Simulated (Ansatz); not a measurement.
Species: C$_{2}$H$_{5}$Se, charge 0, doublet. C2H5Se (SMILES CC[Se], doublet).
B3LYP-D3(BJ)/def2-TZVP minimum from Ansatz (a program for electronic structure):
```
C
H 1 1.0922
H 1 1.0922 2 106.33
C 1 1.5187 2 112.13 3 122.88
H 4 1.0903 1 111.12 2 -179.75
H 4 1.0903 5 107.81 1 121.99
H 4 1.0939 5 108.17 6 116.75
Se 1 1.9624 2 105.32 3 -111.45
```
Charge 0, spin multiplicity 2.

Total energies in hartree (Ansatz). UHF or UKS for unpaired electrons; spin-orbit terms are left out. Correlated methods leave the cores frozen (noble-gas shells, and filled d and f shells in the p block). No relativity. Where a partner has so few electrons that a lower coupled-cluster level is exact, that level stands in.

| species | HF/cc-pVTZ | CCSD(T)/cc-pVTZ | HF/cc-pVQZ | CCSD(T)/cc-pVQZ | CCSD(T)/cc-pVDZ | CCSDT(Q)/cc-pVDZ |
|---|---|---|---|---|---|---|
| 1: C2H5Se (SMILES CC[Se], doublet) | -2478.55043 | -2479.09399 | -2478.55865 | -2479.13314 | -2478.89038 | -2478.89195 |
| 2: Se (triplet) | -2399.87209 | -2399.99441 | -2399.87500 | -2400.00700 | -2399.88510 | -2399.88538 |
| 3: C (triplet) | -37.69157 | -37.78076 | -37.69331 | -37.78654 | -37.76038 | -37.76071 |
| 4: H (doublet) | -0.49981 | -0.49981 | -0.49995 | -0.49995 | -0.49928 | -0.49928 |

Q: Work out the atomisation energy (electronic, to ground-state atoms) in kcal/mol: take Hartree-Fock from cc-pVQZ, extrapolate the CCSD(T) correlation energy as X^-3 (X = 3, 4), and add CCSDT(Q) - CCSD(T) in cc-pVDZ. 1 hartree = 627.51 kcal/mol.

A: 
Species 1: correlation (64·(-0.57449) - 27·(-0.54356))/37 = -0.59706; step -0.00157; E1 = -2478.55865 + (-0.59706) + (-0.00157) = -2479.15728
Species 2: correlation (64·(-0.13200) - 27·(-0.12232))/37 = -0.13906; step -0.00028; E2 = -2399.87500 + (-0.13906) + (-0.00028) = -2400.01434
Species 3: correlation (64·(-0.09323) - 27·(-0.08919))/37 = -0.09618; step -0.00033; E3 = -37.69331 + (-0.09618) + (-0.00033) = -37.78982
Species 4: correlation (64·(0.00000) - 27·(0.00000))/37 = 0.00000; step +0.00000; E4 = -0.49995 + (0.00000) + (+0.00000) = -0.49995
-1·E1 +1·E2 +2·E3 +5·E4 = 1.06355 hartree = 667.4 kcal/mol.
